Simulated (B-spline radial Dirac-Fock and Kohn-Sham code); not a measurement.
These are calculated numbers from a radial atomic solver; the model is ΔSCF Dirac-Fock with Breit, self-energy and vacuum polarisation, finite nucleus, configuration average. Electron correlation is not included.

Question: An atom or ion in its tabulated ground configuration has these computed binding energies (the last is its least bound level). Which is it?

| level | binding energy (eV) |
| --- | --- |
| 2p1/2 | 12001.4 |
| 3d5/2 | 1925.9 |
| 4s | 673.6 |
| 5p1/2 | 93.08 |
| 4f5/2 | 83.21 |
| 4f7/2 | 80.82 |
| 5d | 38.02 |

Answer: Re³⁺: Z = 75 with 72 electrons, [Xe] 4f14 5d4.
